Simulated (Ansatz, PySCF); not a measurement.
Pair of molecules: C2H2 (SMILES C#C) (first 4 atoms) with CH3Cl (SMILES CCl); geometry from B3LYP-D3(BJ)/def2-TZVP, rigid monomers moved along the line of their centres of mass till H3···Cl6 is 3.17 Å.
(charge 0, multiplicity 1):
```xyz
9

C      0.4105     0.0760     0.0350
C      0.5504    -0.8200    -0.7470
H      0.2830     0.8598     0.7446
H      0.6762    -1.6077    -1.4491
C     -0.3837    -0.6514     3.8733
Cl    -0.3346     1.1458     3.8433
H      0.3767    -0.9968     4.5666
H     -1.3723    -0.9549     4.2029
H     -0.1835    -1.0121     2.8688
```

Counterpoise-corrected where a basis set is named; no monomer relaxation. Rows marked so take none.

Rows in 3-21G, 6-31G* carry no dispersion term and start afresh at each structure (6-31G* with six Cartesian d functions).

Programs: Ansatz (a first-principles code) with Gaussian orbitals; PySCF for 3-21G rows, 6-31G* rows. Each number belongs to the level named beside it.

### Question
One of these levels gives -8.5 kJ/mol for the interaction energy. Name it.
(A) B3LYP/3-21G (no counterpoise)
(B) BP86/6-31G* (no counterpoise)
(C) PBE/def2-TZVPPD

### Answer
A, B3LYP/3-21G (no counterpoise). The others give -5.9 (PBE/def2-TZVPPD), -4.6 (BP86/6-31G* (no counterpoise))
